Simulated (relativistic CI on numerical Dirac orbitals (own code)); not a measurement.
Method of calculation: Dirac-Coulomb-Breit CI, orbitals from a KLI potential per configuration, QED by a radiative potential, unscaled Slater integrals (own radial code, finite nucleus).

CI space (outside the closed core [Ne]): 3s², 3s3p, 3p², 3s3d, 3d², 3p3d, 3p4s, 3d4s, 3s4s, 3s4p, 3s4d, 3s4f, 3s5s, 3s5p, 3s5d, 4s², 3s5f, 3s5g, 3s6s, 3s6p, 3s6d. Levels of other configurations are missing.

At this charge energies of transitions that change n are usually good to better than 1 %, and those within a shell (Δn = 0) to a few per cent.

Outline of the computed level scheme of Lu LX. Lowest level of each configuration: 3s² ¹S0 at 0.00 eV; 3s3p ³P°0 at 130.39 eV; 3p² ³P0 at 312.73 eV; 3s3d ³D1 at 637.43 eV; 3p3d ³F°2 at 778.18 eV; 3d² ³F2 at 1287.68 eV; 3s4s ³S1 at 2894.21 eV; 3s4p ³P°0 at 2962.62 eV; 3p4s ³P°1 at 3047.21 eV.

Some strong electric-dipole decays among the lowest 43 levels: 3s4s ¹S0 → 3s3p ¹P°1 (4.0e+13 s⁻¹); 3s4p ¹P°1 → 3s² ¹S0 (3.8e+13 s⁻¹); 3p4s ³P°0 → 3p² ³P1 (3.7e+13 s⁻¹); 3s4s ³S1 → 3s3p ³P°2 (3.2e+13 s⁻¹); 3s4p ³P°1 → 3s² ¹S0 (3.2e+13 s⁻¹); 3p4s ³P°1 → 3p² ¹D2 (2.5e+13 s⁻¹); 3s4s ³S1 → 3s3p ³P°1 (1.0e+13 s⁻¹); 3s4s ¹S0 → 3s3p ³P°1 (1.0e+13 s⁻¹).

LS names give the leading component of a level, which can be under half, so a name can repeat, a term be missing and a line seem to break the LS rules.
